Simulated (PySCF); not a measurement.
LiI: a base run and its variants

Base input, run as `OMP_NUM_THREADS=1 python input.py` with PySCF 2.14:

```python
from pyscf import gto, scf

mol = gto.M(
    atom='Li 0 0 0; I 0 0 2.292',
    basis='def2-svpd',
    ecp={'I': 'def2-svpd'},
    charge=0,
    spin=0,
    verbose=3,
)
mf = scf.RHF(mol)
mf.kernel()
mf.mulliken_pop()
mf.dip_moment()
print('orbital energies (hartree):', mf.mo_energy[..., max(0, mol.nelec[1]-3):mol.nelec[0]+3].round(4))
```

Base result: E(SCF) = -304.179989 Eh, μz(SCF) = -7.29 D. Stability towards an unrestricted solution was not tested. The bond length is a typed value, not an optimised one.

It ran on Arm Neoverse V2 (1 thread, shared host) in 0.72 s, peak memory 0.11 GiB.

Each row names what differs from the base; energies in brackets are changes from the base.

| change | result | wall time (s) |
| --- | --- | --- |
| electric field along z (a.u.): none → 0.001 | E(SCF) = -304.177146 Eh (+0.0774 eV), μz(SCF) = -7.16 D | 0.67 |
| step after the SCF: analyze → stability | E(SCF) = -304.179989 Eh (+0.0000 eV), μz(SCF) = -7.29 D, internal stable; real -> complex stable; RHF/RKS -> UHF/UKS stable | 1.1 |
| cycle limit: 50 → 2 [unsound on purpose] | not converged: SCF | 0.62 |
| step after the SCF: analyze → mp2; frozen orbitals: default → 4 | E(SCF) = -304.179989 Eh (+0.0000 eV), E(MP2) − E(SCF) = -0.13374 Eh, μz(SCF) = -7.29 D | 0.81 |
| geometry: bond 2.292 → bond 2.452 | E(SCF) = -304.182356 Eh (-0.0644 eV), μz(SCF) = -7.96 D | 0.67 |
| basis set: def2-svpd → ano-rcc-vdzp; core potential: on → off; spin-free X2C: off → on | E(SCF) = -7120.192340 Eh, μz(SCF) = -7.53 D | 7 |
| density fitting: none → def2-universal-jkfit | E(SCF) = -304.179981 Eh (+0.0002 eV), μz(SCF) = -7.29 D | 0.66 |
| spin (2S): 0 → 4; SCF type: RHF → UHF [a high spin state] | E(SCF) = -303.782229 Eh (+10.8236 eV), ⟨S²⟩ = 6.008, μz(SCF) = 7.79 D | 0.73 |
| charge: 0 → 2; SCF type: RHF → UHF [another spin of the ion may lie lower] [spin-contaminated] | E(SCF) = -303.307265 Eh (+23.7480 eV), ⟨S²⟩ = 1.018 | 0.7 |
| spin-free X2C: off → on [unsound on purpose] | stops with NotImplementedError | 0.55 |
| functional: none (Hartree–Fock) → tpssh; SCF type: RHF → RKS | E(SCF) = -305.201204 Eh, μz(SCF) = -6.85 D | 2.5 |
| step after the SCF: analyze → mp2; frozen orbitals: default → 0 | E(SCF) = -304.179989 Eh (+0.0000 eV), E(MP2) − E(SCF) = -0.14965 Eh, μz(SCF) = -7.29 D | 0.84 |
| charge: 0 → 1; spin (2S): 0 → 1; SCF type: RHF → UHF [another spin of the ion may lie lower] | E(SCF) = -303.889820 Eh (+7.8959 eV), ⟨S²⟩ = 0.757 | 0.69 |
| damping: none → 0.5 | E(SCF) = -304.179989 Eh (+0.0000 eV), μz(SCF) = -7.29 D | 0.69 |
| basis set: def2-svpd → x2c-svpall; core potential: on → off; spin-free X2C: off → on | E(SCF) = -7119.601057 Eh, μz(SCF) = -7.13 D | 1.3 |
| spin (2S): 0 → 2; SCF type: RHF → UHF [a high spin state] | E(SCF) = -304.045547 Eh (+3.6584 eV), ⟨S²⟩ = 2.007, μz(SCF) = 5.50 D | 0.71 |
| step after the SCF: analyze → optimize | E(SCF) = -304.179989 Eh (+0.0000 eV), all at the start geometry; optimised bond 2.431 Å with E = -304.182399 Eh after 4 steps | 4.5 |
| density fitting: none → weigend [this fitting set is unfit for the basis or for exact exchange; a fit set errs by some meV] | E(SCF) = -300.836935 Eh (+90.9691 eV), μz(SCF) = -7.32 D | 0.6 |
| spin (2S): 0 → 58 [unsound on purpose] [runs as restricted open-shell] | stops with AssertionError | 0.49 |
| functional: none (Hartree–Fock) → m11; SCF type: RHF → RKS | stops with KeyError ("LibXCFunctional: name 'M11' not found.") | 0.5 |

Question: Order these changes by how far they move the SCF energy from the base, largest first: (1) density fitting: none → def2-universal-jkfit; (2) electric field along z (a.u.): none → 0.001; (3) geometry: bond 2.292 → bond 2.452.

Answer: (2) +0.0774 eV, (3) -0.0644 eV, (1) +0.0002 eV.
